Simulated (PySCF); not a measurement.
# Cu+: ionisation energy

Cu+ [Ar] 3d10 (1S) → Cu(2+) [Ar] 3d9 (2D), as a difference of total energies. Computed with PySCF 2.14 in x2c-TZVPPall, with the spin-free X2C one-electron Hamiltonian (Gaussian nucleus). Correlated levels: valence: [Ar] frozen; valence and next inner shell: [Ne] frozen. The calculations carry no spin-orbit coupling.

| method | ionisation energy (eV) | plus first-order spin-orbit estimate | error of that sum (eV) |
| --- | --- | --- | --- |
| UHF | 17.179 | 17.074 | -3.218 |
| LDA | 21.584 | 21.479 | +1.187 |
| PBE | 20.962 | 20.857 | +0.565 |
| PBE0 | 20.259 | 20.154 | -0.138 |
| r2SCAN | 20.381 | 20.276 | -0.016 |
| wB97X | 20.331 | 20.226 | -0.066 |
| M06 | 20.517 | 20.412 | +0.120 |
| BHandHLYP | 19.624 | 19.519 | -0.773 |
| M06-L | 19.878 | 19.773 | -0.519 |
| MP2 (valence) | 20.724 | 20.619 | +0.327 |
| SCS-MP2 (valence) | 20.287 | 20.182 | -0.110 |
| MP2 (valence and next inner shell) | 21.381 | 21.276 | +0.984 |
| SCS-MP2 (valence and next inner shell) | 20.805 | 20.701 | +0.409 |

Reference: 20.292 eV (measured; NIST Atomic Spectra Database, ionization energies).

A first-order spin-orbit estimate (lowest level to lowest level, LS coupling) adds -0.105 eV.

Errors of the correlated levels include the incompleteness of this basis and the frozen core.
